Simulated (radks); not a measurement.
Results of a calculation; reference values are marked as such.
Task: All-electron atom: C I in [He] 2s2 2p1.5 3p0.5 (fractional occupations, a model configuration). Level of theory: Dirac Kohn-Sham, RPBE, spin-unpolarised, spherical densities, point nucleus; open shells fill j = l - 1/2 first (a radial shooting solver on a logarithmic mesh with Libxc functionals). Some entries of the table are withheld. Estimate them.

| orbital | occ. | eigenvalue (Ry) | <r> (bohr) | <r^2> (bohr^2) |
|---|---|---|---|---|
| 1s1/2 | 2 | (1) | 0.2701 | 0.09885 |
| 2s1/2 | 2 | -1.30300 | 1.517 | 2.765 |
| 2p1/2 | 1.5 | -0.66053 | 1.647 | 3.480 |
| 2p3/2 | 0 | -0.65980 | 1.648 | 3.484 |
| 3s1/2 | 0 | -0.11922 | 6.827 | 54.21 |
| 3p1/2 | 0.5 | (2) | (3) | 98.88 |
| 3p3/2 | 0 | (4) | (5) | 98.92 |

Result: 
(1) 1s1/2 eigenvalue (Ry): -20.49255
(2) 3p1/2 eigenvalue (Ry): -0.06187
(3) 3p1/2 <r> (bohr): 9.269
(4) 3p3/2 eigenvalue (Ry): -0.06184
(5) 3p3/2 <r> (bohr): 9.271
